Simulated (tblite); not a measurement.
C₇H₉FGe.
SMILES with atom numbers: `[CH:1]#[C:2][GeH2:3]/[CH:4]=[CH:5]/[C:6]([CH3:7])=[CH:8]\[F:9]` (hydrogens: H10 on C1; H11, H12 on Ge3; H13 on C4; H14 on C5; H15, H16, H17 on C7; H18 on C8)

Computed with GFN2-xTB (tblite), gas phase: L-BFGS steps from a force-field or distance-geometry start until the largest atomic force falls under 0.01 eV/Å.

Step 17: E = -709.9622 eV
```
atom  x, y, z in Å  |  force x, y, z in eV/Å
C1      4.5241   -1.5573    0.2329   -0.010   0.001  -0.001
C2      3.6078   -1.0472   -0.3562   -0.013  -0.005   0.027
Ge3     2.1137   -0.2551   -1.2164    0.007   0.024  -0.034
C4      0.5081   -0.5027   -0.1458   -0.043   0.014   0.010
C5     -0.5939    0.1952   -0.4285   -0.061   0.049  -0.007
C6     -1.8781    0.1340    0.2493   -0.015  -0.022   0.009
C7     -2.0701   -0.7888    1.4141    0.022  -0.001  -0.002
C8     -2.8917    0.9039   -0.1537    0.020   0.006  -0.005
F9     -2.7796    1.7633   -1.1829   -0.029   0.008   0.000
H10     5.3335   -2.0013    0.7393    0.017  -0.004  -0.006
H11     2.3874    1.2072   -1.4164    0.031  -0.006   0.006
H12     1.9792   -0.8720   -2.5807    0.020  -0.030   0.021
H13     0.5208   -1.2088    0.6725    0.002  -0.013   0.007
H14    -0.5577    0.8967   -1.2533   -0.021   0.030  -0.027
H15    -1.5349   -0.4026    2.2811    0.020  -0.037   0.003
H16    -3.1233   -0.8812    1.6688    0.036   0.019  -0.006
H17    -1.6745   -1.7746    1.1796   -0.029  -0.008   0.018
H18    -3.8796    0.9330    0.2846    0.047  -0.025  -0.014
```

Step 18: E = -709.9629 eV
```
atom  x, y, z in Å  |  force x, y, z in eV/Å
C1      4.5246   -1.5577    0.2325    0.014  -0.012   0.019
C2      3.6066   -1.0478   -0.3535   -0.035   0.011   0.008
Ge3     2.1152   -0.2542   -1.2167   -0.014   0.013  -0.011
C4      0.5071   -0.5012   -0.1473   -0.050   0.027   0.010
C5     -0.5953    0.1973   -0.4288   -0.054   0.030  -0.013
C6     -1.8799    0.1325    0.2498    0.008   0.003   0.000
C7     -2.0701   -0.7902    1.4156    0.023   0.017  -0.029
C8     -2.8926    0.9034   -0.1532    0.016   0.002  -0.004
F9     -2.7797    1.7634   -1.1821   -0.030   0.004   0.004
H10     5.3343   -2.0012    0.7384    0.020  -0.007  -0.004
H11     2.3925    1.2066   -1.4182    0.028   0.001   0.005
H12     1.9830   -0.8743   -2.5787    0.017  -0.032   0.009
H13     0.5192   -1.2077    0.6714    0.005  -0.001  -0.010
H14    -0.5611    0.8993   -1.2543   -0.019   0.011  -0.001
H15    -1.5322   -0.4020    2.2805    0.017  -0.063  -0.010
H16    -3.1230   -0.8806    1.6731    0.045   0.016  -0.010
H17    -1.6767   -1.7759    1.1756   -0.030   0.002   0.047
H18    -3.8807    0.9319    0.2842    0.038  -0.022  -0.012
```

Step 19: E = -709.9637 eV
```
atom  x, y, z in Å  |  force x, y, z in eV/Å
C1      4.5249   -1.5582    0.2322    0.028  -0.019   0.032
C2      3.6047   -1.0485   -0.3501   -0.044   0.021  -0.003
Ge3     2.1164   -0.2528   -1.2172   -0.037  -0.004   0.023
C4      0.5052   -0.4991   -0.1489   -0.039   0.036   0.004
C5     -0.5975    0.2000   -0.4293   -0.025   0.003  -0.018
C6     -1.8815    0.1311    0.2503    0.028   0.032  -0.013
C7     -2.0696   -0.7913    1.4166    0.019   0.028  -0.046
C8     -2.8932    0.9028   -0.1528    0.003   0.001  -0.003
F9     -2.7806    1.7636   -1.1811   -0.026   0.001   0.004
H10     5.3355   -2.0012    0.7373    0.017  -0.007  -0.006
H11     2.3987    1.2061   -1.4201    0.025   0.010   0.003
H12     1.9875   -0.8776   -2.5764    0.013  -0.033  -0.005
H13     0.5175   -1.2065    0.6701    0.004   0.016  -0.030
H14    -0.5652    0.9025   -1.2554   -0.017  -0.004   0.022
H15    -1.5290   -0.4025    2.2799    0.021  -0.079  -0.017
H16    -3.1217   -0.8796    1.6774    0.040   0.015  -0.011
H17    -1.6798   -1.7774    1.1723   -0.024   0.004   0.066
H18    -3.8810    0.9303    0.2834    0.013  -0.019  -0.001
```

Q: Estimate the geometry and energy of step 20. (The exact step hangs on the optimiser's Hessian estimate; all steps are aligned on step 19, rigid shifts and turns removed.)

A: E = -709.9646 eV, largest force 0.093 eV/Å
```
atom  x, y, z in Å  |  force x, y, z in eV/Å
C1      4.5252   -1.5588    0.2322    0.026  -0.017   0.035
C2      3.6021   -1.0492   -0.3457   -0.036   0.021  -0.004
Ge3     2.1173   -0.2513   -1.2174   -0.052  -0.022   0.053
C4      0.5023   -0.4958   -0.1508   -0.010   0.038  -0.006
C5     -0.6008    0.2035   -0.4302    0.015  -0.024  -0.022
C6     -1.8830    0.1300    0.2507    0.037   0.056  -0.023
C7     -2.0685   -0.7922    1.4171    0.010   0.030  -0.048
C8     -2.8937    0.9022   -0.1525   -0.016   0.002  -0.003
F9     -2.7825    1.7640   -1.1798   -0.017   0.001  -0.002
H10     5.3373   -2.0014    0.7358    0.010  -0.006  -0.009
H11     2.4067    1.2054   -1.4222    0.019   0.016   0.001
H12     1.9933   -0.8823   -2.5734    0.008  -0.030  -0.017
H13     0.5154   -1.2047    0.6678    0.000   0.033  -0.046
H14    -0.5708    0.9064   -1.2564   -0.012  -0.012   0.035
H15    -1.5246   -0.4048    2.2787    0.032  -0.085  -0.020
H16    -3.1193   -0.8780    1.6826    0.021   0.017  -0.013
H17    -1.6841   -1.7794    1.1696   -0.010  -0.001   0.071
H18    -3.8811    0.9280    0.2824   -0.023  -0.016   0.017
```

The energy changes by -0.0009 eV. The first-order estimate −F·Δx gives -0.0012 eV and the mean of the old and new forces, exact on a quadratic surface, -0.0009 eV. The step makes an angle of 70° with the force vector and moves no atom by more than 0.008 Å.

The cost below is that of the whole relaxation. Hardware: Intel Xeon at 2.70 GHz, one thread, no GPU, on a shared host. Cost: 2.9 s of wall time.
